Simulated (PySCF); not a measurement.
**`F[C@H]1CC[CH2][Ge@H]([F])[CH2]1`, C$_{5}$H$_{10}$F$_{2}$Ge**

Cartesian coordinates in Å; atom numbers follow the order of the lines, from 1:
```xyz
18

F     0.3073    1.0744   -1.7479
C    -0.2390    1.4077   -0.5101
C    -1.3954    0.4489   -0.2156
C    -1.0795   -1.0152   -0.5317
C    -0.0157   -1.6242    0.3792
Ge    1.6189   -0.4999    0.3406
F     2.5286   -0.7982    1.8315
C     0.8985    1.3432    0.4950
H    -0.6155    2.4339   -0.6227
H    -2.2528    0.7490   -0.8224
H    -1.6690    0.5576    0.8358
H    -2.0037   -1.5928   -0.4401
H    -0.7521   -1.0829   -1.5706
H    -0.3716   -1.6368    1.4124
H     0.1779   -2.6560    0.0874
H     2.6916   -0.7399   -0.6973
H     0.5258    1.5276    1.5013
H     1.6369    2.1097    0.2634
```

Theory: TDDFT CAM-B3LYP/def2-SVPD circular dichroism and optical rotation, one conformer, gas phase in PySCF. Geometry: GFN2-xTB.

The calculation is non-relativistic, which matters for the atoms heavier than Zn. States above about 9.4 eV (minus the energy of the highest occupied orbital) lie near or above the ionisation threshold and depend on the basis.

Problem. Draw the ECD and absorption spectra from the lowest 16 states, each a Gaussian of half-width 0.25 eV at 1/e height.

Solution. 
| E (eV) | λ (nm) | Δε (L mol⁻¹ cm⁻¹) | ε (L mol⁻¹ cm⁻¹) |
| --- | --- | --- | --- |
| 6.74 | 184 | +0.14 | 2.37 |
| 6.84 | 181 | +0.58 | 10 |
| 6.94 | 179 | +1.78 | 30.7 |
| 7.04 | 176 | +3.97 | 68.4 |
| 7.14 | 174 | +6.41 | 111 |
| 7.24 | 171 | +7.45 | 133 |
| 7.34 | 169 | +5.99 | 129 |
| 7.44 | 167 | +2.39 | 136 |
| 7.54 | 164 | -2.57 | 213 |
| 7.64 | 162 | -8.54 | 381 |
| 7.74 | 160 | -14.75 | 605 |
| 7.84 | 158 | -19.37 | 861 |
| 7.94 | 156 | -21.01 | 1270 |
| 8.04 | 154 | -20.61 | 2160 |
| 8.14 | 152 | -20.77 | 3750 |
| 8.24 | 150 | -22.08 | 5700 |
| 8.34 | 149 | -20.86 | 7120 |
| 8.44 | 147 | -12.08 | 7640 |
| 8.54 | 145 | +6.40 | 7950 |
| 8.64 | 143 | +32.15 | 9160 |
| 8.74 | 142 | +57.13 | 11900 |
| 8.84 | 140 | +69.55 | 15700 |
| 8.94 | 139 | +62.65 | 19200 |
| 9.04 | 137 | +41.65 | 20300 |
| 9.14 | 136 | +17.33 | 18100 |
| 9.24 | 134 | -4.57 | 13800 |

Δε uses R in velocity form, ε uses f in length form. Only the states computed contribute, so the short-wavelength end is incomplete.
